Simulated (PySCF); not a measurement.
Cost of one run: shielding job, `C#C/C=C\C#CB(C)C`.

Method: GIAO PBE0/pcSseg-1 NMR shielding, non-relativistic, gas phase (PySCF 2.14.0, density-fitted response routines). Geometry: GFN2-xTB. Work: shieldings, charges and field gradients, density and orbital grids written, density fitting. The command runs a driver script over a list of jobs; the input below is this job's line of settings and its coordinates in Å.

Command:
```bash
OMP_NUM_THREADS=1 python probes_run.py task.json out
```

Input:
```
{"job": {"kind": "nmr", "xc": "PBE0", "basis": "pcSseg-1"}, "charge": 0, "multiplicity": 1}
C      2.966671     1.888140    -0.915617
C      3.111526     0.780608    -0.470989
C      3.296203    -0.512003     0.046320
C      2.278520    -1.308514     0.420442
C      0.933981    -0.920361     0.328940
C     -0.229483    -0.581947     0.248158
B     -1.658386    -0.131205     0.133975
C     -2.815799    -1.106804     0.589275
C     -1.982113     1.306203    -0.436214
H      2.836665     2.854123    -1.302885
H      4.321929    -0.848395     0.132120
H      2.477091    -2.298205     0.813609
H     -3.812180    -0.689123     0.467578
H     -2.774162    -2.041150     0.029957
H     -2.695041    -1.384663     1.636084
H     -2.624985     1.233276    -1.313068
H     -2.539188     1.889591     0.296530
H     -1.100008     1.876746    -0.715870
```

Hardware: an Arm Neoverse V2 with one thread, no GPU, on a shared host. PySCF's memory limit was set to 1040 MB.

Problem. How large is the basis?

Solution. 198 functions for 62 electrons, with 1014 fitting functions; the fitted three-index integrals, 1014 × 198 × 199/2 numbers of 8 bytes, come to 150 MiB.

Problem. What wall time should be expected on this hardware?

Solution. About 44 s. The SCF took 16 cycles.

Problem. How much memory does it need at the peak?

Solution. About 0.86 GiB. Peak memory is the resident size of the whole Python process, interpreter and libraries included.

Problem. At this speed, how long would 100 such jobs take on 64 cores, one job a core?

Solution. 100/64 gives 2 rounds of 44 s, about 88 s of wall time and 1.2 core-hours, if the jobs don't slow each other.

The SCF part of the output:
```
coarse grid: 15360 points
cycle   1  E = -334.3917701452  dE =  1.175e+00  |g| = 5.612e-01  |ddm| = 4.220e+00
cycle   2  E = -334.3447912625  dE =  4.698e-02  |g| = 6.892e-01  |ddm| = 1.361e+00
cycle   3  E = -334.4568829561  dE = -1.121e-01  |g| = 2.763e-01  |ddm| = 8.135e-01
cycle   4  E = -334.4771643259  dE = -2.028e-02  |g| = 4.333e-02  |ddm| = 2.181e-01
cycle   5  E = -334.4774612878  dE = -2.970e-04  |g| = 2.517e-02  |ddm| = 4.433e-02
cycle   6  E = -334.4776028866  dE = -1.416e-04  |g| = 8.556e-03  |ddm| = 2.423e-02
cycle   7  E = -334.4776217619  dE = -1.888e-05  |g| = 1.714e-03  |ddm| = 7.482e-03
cycle   8  E = -334.4776223781  dE = -6.161e-07  |g| = 6.980e-04  |ddm| = 1.774e-03
final grid: 149224 points
cycle   9  E = -334.5309790993  dE = -3.849e-05  |g| = 7.882e-03  |ddm| = 7.220e-02
cycle  10  E = -334.5309768285  dE =  2.271e-06  |g| = 8.500e-03  |ddm| = 1.478e-02
cycle  11  E = -334.5309943982  dE = -1.757e-05  |g| = 1.976e-03  |ddm| = 7.391e-03
cycle  12  E = -334.5309953666  dE = -9.684e-07  |g| = 3.892e-04  |ddm| = 1.729e-03
cycle  13  E = -334.5309953993  dE = -3.268e-08  |g| = 1.764e-04  |ddm| = 4.398e-04
cycle  14  E = -334.5309954063  dE = -7.011e-09  |g| = 7.918e-05  |ddm| = 1.862e-04
cycle  15  E = -334.5309954078  dE = -1.516e-09  |g| = 1.596e-05  |ddm| = 7.083e-05
cycle  16  E = -334.5309954079  dE = -5.673e-11  |g| = 7.236e-06  |ddm| = 2.160e-05
converged SCF energy = -334.5309954079
```

On the final grid dE counts from the start density on that grid.

Times come from a shared host and carry two figures at best.
